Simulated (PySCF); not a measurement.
C4H5F3, SMILES C=C(C)C(F)(F)F. Geometry optimised at PBE0-D3(BJ)/def2-SVP.

### Question
Give the equilibrium geometry at PBE0-D3(BJ)/def2-SVP (PySCF confirms it by a frequency run) as a Z-matrix, and its point group. (The exact figures need the calculation; the answer reports its results.)

### Answer
point group Cs.
```
C
C 1 1.3335
H 2 1.0914 1 121.43
H 2 1.0927 3 117.90 1 -180.00
C 1 1.4953 2 125.31 3 -180.00
H 5 1.0976 1 110.98 2 0.00
H 5 1.1013 6 108.72 1 -121.90
H 5 1.1013 6 108.72 7 -116.19
C 1 1.5050 2 119.90 3 0.00
F 9 1.3320 1 113.28 2 0.00
F 9 1.3406 10 107.43 3 122.75
F 9 1.3406 10 107.43 11 114.51
```
Charge 0, spin multiplicity 1.
